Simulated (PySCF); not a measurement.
# How methods differ on the excitation energy of Mn⁺

Mn⁺ [Ar] 3d5 4s1 (7S) → Mn⁺ [Ar] 3d6 (5D), as a difference of total energies. Computed with PySCF 2.14 in aug-cc-pwCVTZ-DK (10s9p7d4f3g, 127 functions), with scalar relativity by spin-free X2C-1e. Correlated levels: valence: [Ar] frozen; valence and next inner shell: [Ne] frozen; nothing frozen. The calculations carry no spin-orbit coupling.

```tsv
method	excitation energy (cm⁻¹)
UHF	28262
LDA	12121
PBE	12030
PBE0	14466
r2SCAN	16674
M06-L	13651
wB97X-V	10645
wB97M-V	11524
MP2 (valence)	16147
SCS-MP2 (valence)	11907
MP2 (valence and next inner shell)	13855
SCS-MP2 (valence and next inner shell)	11744
MP2 (all electrons)	13769
SCS-MP2 (all electrons)	11735
```

Errors of the correlated levels include the incompleteness of this basis and the frozen core.

Q: Which method comes closest to the reference value, and which is furthest?

A: The reference is 14586 cm⁻¹ (measured; NIST levels, between the centres of gravity of the two terms). Closest: PBE0 (error -120.76 cm⁻¹); furthest: UHF (error 13675 cm⁻¹).
